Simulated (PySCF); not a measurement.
SbI₃, SMILES [I][Sb]([I])[I].

Coordinates come from a PBE-D3(BJ)/def2-SVP optimisation. The isomer is the one that the SMILES or the coordinates give; other isomers of the formula were not compared. The def2 effective core potentials stand for the cores of I, Sb; spin–orbit coupling is left out.

Level of theory: C-PCM-ωB97X/def2-SVP (PySCF).

The values are the electrostatic part of the solvation free energy, E(continuum) − E(gas) at the gas-phase geometry, in a cavity of scaled van der Waals radii (PySCF's table); cavitation and dispersion terms are not included. A continuum can't describe solvent molecules that bind to the metal. In vacuum the orbital gap is 8.23 eV. The dipole moment in vacuum is 1.94 D.

Computed values in water (ε = 78.36), n-hexane (ε = 1.88), acetone (ε = 20.49):
```csv
solvent,ε,ΔG(elec) (kcal/mol),dipole (D),gap (eV)
water,78.36,-4.5,3.18,8.31
n-hexane,1.88,-1.9,2.40,8.27
acetone,20.49,-4.3,3.11,8.31
```
